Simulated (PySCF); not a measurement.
**Assigning NMR signals**

Cartesian coordinates in Å; atom numbers follow the order of the lines, from 1:
```xyz
15

C     2.7992   -0.1613    0.1012
N     1.3921    0.0778    0.0075
N     0.5019   -0.8746    0.1604
C    -0.6820   -0.2912    0.0331
Si   -2.3170   -1.2032    0.1576
C    -0.4228    1.0828   -0.2077
C    -1.3651    2.0995   -0.4139
N    -2.1710    2.8982   -0.5785
N     0.8977    1.2650   -0.2141
H     3.0055   -1.1708   -0.2493
H     3.1318   -0.0665    1.1372
H     3.3195    0.5729   -0.5104
H    -3.0149   -1.0126   -1.1147
H    -2.0124   -2.6076    0.4090
H    -3.0669   -0.6005    1.2607
```

Computed data (PySCF 2.14.0 with density-fitted response routines): geometry from GFN2-xTB, PBE0/pcSseg-1 with gauge-including orbitals. Gas phase, averaged over atoms made equivalent by symmetry, fast rotation or ring inversion, relativity neglected, one conformer.

Shifts are taken against calculated references (same method and geometry level): $^{13}$C, $^{1}$H against TMS.

**Question.** Assign these signals to the numbered atoms. $^{13}$C{$^{1}$H} NMR (computed): δ 151.7, 134.5, 118.0, 41.6.

**Answer.** 
151.7 → C4, substituted aromatic carbon next to a ring nitrogen
134.5 → C6, substituted aromatic carbon next to a ring nitrogen
118.0 → C7, nitrile carbon: C≡N carbons fall here, among the sp2 signals but without a proton
41.6 → C1, methyl carbon bonded to N: the inductive effect lowers its shielding

**Question.** Assign these signals to the numbered atoms. $^{1}$H NMR (500 MHz, computed): δ 4.63 (s, 3H), 4.35 (s, 3H).

**Answer.** 
4.63 → H13/H14/H15, hydrogen on a silicon bonded to C
4.35 → H10/H11/H12, hydrogen on a methyl carbon bonded to N: its carbon carries N, which withdraws density

Shifts are as computed. Against solution values, carbons near 30 ppm lie about +3 ppm off and those near 130 ppm about +5 ppm. Of 1211 compounds with measured shifts, 218 miss one by over three times the rms of a fit or turn the order of signals round; such compounds aren't used in these exercises. Multiplicities follow the n + 1 count of equivalent neighbours, as no J values were calculated; m marks all less simple cases, F and P coupling included.
